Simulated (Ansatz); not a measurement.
Reaction (ligand exchange at the Al–C bond): `CO[CH2][AlH2]` + CH₃SH → `C[S][AlH2]` + `COC`

Calculated with Ansatz (gas phase, PBE0-D4/def2-TZVP geometries, no zero-point term in ΔE). CCSD(T)/CBS is the MP2 limit (def2-TZVPP, def2-QZVPP) plus CCSD(T) − MP2 in def2-TZVPP, frozen cores. This one scheme is used for every species. Each species was taken in one conformer, which may not be the lowest.

```csv
species,MP2/def2-SVP energy (Eh)
`CO[CH2][AlH2]`,-396.88726
CH₃SH,-437.85005
`C[S][AlH2]`,-680.36260
`COC`,-154.42773
```

Question: Work out ΔE.

Answer: ΔE = (-680.36260) + (-154.42773) − (-396.88726) − (-437.85005) = -0.05302 Eh = -33.3 kcal/mol. CCSD(T)/CBS gives -32.6 kcal/mol.

Largest T1 diagnostic among the species: 0.011.

Leaving LDA and LC-ωPBE aside and taking each functional with its dispersion term where it has one, the values, not all of them listed here, spread over 2.1 kcal/mol, from r2SCAN0-D4 to CAM-B3LYP-D4. From BLYP to BHLYP (50 % exact exchange), in def2-TZVPP and without D4, ΔE moves by −1.3 kcal/mol.
